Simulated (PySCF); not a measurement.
BrF2GeHO, SMILES [OH][Ge]([F])([F])[Br].

Geometry optimised at PBE0-D3(BJ)/def2-SVP. The structure was generated by enumeration, and PubChem lists no compound with its InChIKey, so it may never have been made. Other conformers were not sampled.

Computed with TDDFT-B3LYP/def2-SVPD (PySCF 2.14.0).

Vertical excitations. Isolated molecule, no solvent. State labels are in the subgroup Cs.

Computed UV-visible absorptions:
| state | symmetry | energy (eV) | λ (nm) | f | main pairs |
|---|---|---|---|---|---|
| S1 | A" | 5.93 | 209 | 0.008 | HOMO→LUMO 99 % |
| S2 | A' | 5.96 | 208 | 0.012 | HOMO−1→LUMO 99 % |
| S3 | A" | 6.86 | 181 | 0.019 | HOMO−2→LUMO 99 % |
| S4 | A' | 7.79 | 159 | 0.081 | HOMO−3→LUMO 91 % |
| S5 | A' | 8.25 | 150 | 0.085 | HOMO−4→LUMO 58 %, HOMO−1→LUMO+1 33 % |
| S6 | A" | 8.29 | 150 | 0.000 | HOMO→LUMO+1 95 % |
| S7 | A" | 8.36 | 148 | 0.019 | HOMO−5→LUMO 96 % |
| S8 | A' | 8.40 | 148 | 0.057 | HOMO−1→LUMO+1 60 %, HOMO−4→LUMO 20 %, HOMO→LUMO+2 15 % |
| S9 | A" | 8.57 | 145 | 0.005 | HOMO−6→LUMO 93 % |
| S10 | A" | 8.67 | 143 | 0.000 | HOMO−1→LUMO+2 93 % |
| T1 | A" | 5.46 | 227 | 0 | HOMO→LUMO 97 % |
| T2 | A' | 5.48 | 226 | 0 | HOMO−1→LUMO 97 % |
| T3 | A" | 6.43 | 193 | 0 | HOMO−2→LUMO 96 % |
| T4 | A' | 7.03 | 176 | 0 | HOMO−3→LUMO 87 % |
Triplets are in the Tamm–Dancoff approximation, which puts them higher than full response would, so one can lie above its singlet here.
